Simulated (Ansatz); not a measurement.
Reactions of `FC1([SiH2]S)BC1`.

Gas-phase electronic energies from Ansatz, PBE0-D4/def2-TZVP geometries. CCSD(T)/CBS adds triple-zeta CCSD(T) − MP2 to the extrapolated MP2 energy (def2 sets, frozen cores). This one scheme is used for every species, atoms too. DFT in def2-TZVPP. Open shells (•) are unrestricted, without spin–orbit coupling. Spin–orbit coupling would lower the free atoms: a little for B, C, F, S, Si. One conformer a species, not always the lowest.

```
                                                       reaction  MP2/CBS(def2) (kJ/mol)  HF/CBS(def2) (kJ/mol)  B2PLYP (kJ/mol)  CCSD(T)/CBS(def2) (kJ/mol)
           `FC1([SiH2]S)BC1` → B• + 2 C• + F• + 6 H• + S• + Si•                    4354                   3136             4227                        4269
             `FC1([SiH2]S)BC1` + HCl → `FC1([SiH2]Cl)BC1` + H₂S                     -41                    -50              -42                         -40
              `FC1([SiH2]S)BC1` + H₂O → `OC1(F)BC1` + `[SiH3]S`                      76                     34               54                          67
                  `FC1([SiH2]S)BC1` + H₂ → `S[SiH2]C1BC1` + H–F                    -159                   -153             -142                        -150
`FC1([SiH2]S)BC1` + `[SiH3]Cl` → `FC1([SiH2]Cl)BC1` + `[SiH3]S`                      -2                     -1               -2                          -2
```

Largest T1 diagnostic: 0.014, for B•.
